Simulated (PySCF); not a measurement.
HfCl3, SMILES [Cl][Hf+]([Cl])[Cl], charge +1, multiplicity 1.

The structure is a stationary point at B3LYP-D3(BJ)/def2-SVP. The spin state was assumed, not searched. The isomer is the one that the SMILES or the coordinates give; other isomers of the formula were not compared. The def2 effective core potentials stand for the cores of Hf; spin–orbit coupling is left out.

All values below come from PBE/def2-TZVPD in PySCF.

Gas-phase values at a fixed geometry.

| Item | Value |
|---|---|
| total energy | -1428.05171 hartree |
| point group | C3v |
| highest occupied level | -13.16 eV |
| lowest empty level | -9.71 eV |
| orbital gap | 3.45 eV |
| dipole moment about the centre of nuclear charge | 0.754 e·Å |
| mean static polarisability | 75.4 bohr³ (11.18 Å³) |
| polarisability, principal values | 52.5, 86.9, 86.9 bohr³ |
